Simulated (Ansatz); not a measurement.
A structure relaxed at PBE-D4/def2-SVP in Ansatz, charge 1, doublet:

```xyz
10

Ba   -3.2306    0.6493   -0.6289
Ba    0.4993    2.3795   -1.9934
Ba    0.0339   -2.2820   -0.3619
Ba    3.8930   -0.2756    0.5586
Ba   -0.6712    0.4138    2.9193
Se    1.7533   -1.3911    2.1731
Se   -0.9517   -0.2608   -2.6797
Se    2.1667   -0.2223   -1.9122
Se   -1.0508    2.4753    0.6033
Se   -2.4419   -1.4861    1.3217
```

Problem. Give its formula.

Solution. Ba₅Se₅⁺.

Problem. Summarise the bond lengths by kind (pairs closer than 1.2 times the sum of covalent radii, bridged metal pairs left out).

Solution. 15 × Ba–Se 2.90 to 3.35 Å.

In the def2 sets Ba takes a core potential; there is no spin–orbit coupling. Another isomer (doublet) lies 0.15 eV lower at PBE0-D4/def2-SVP; other spin states weren't run for this one.
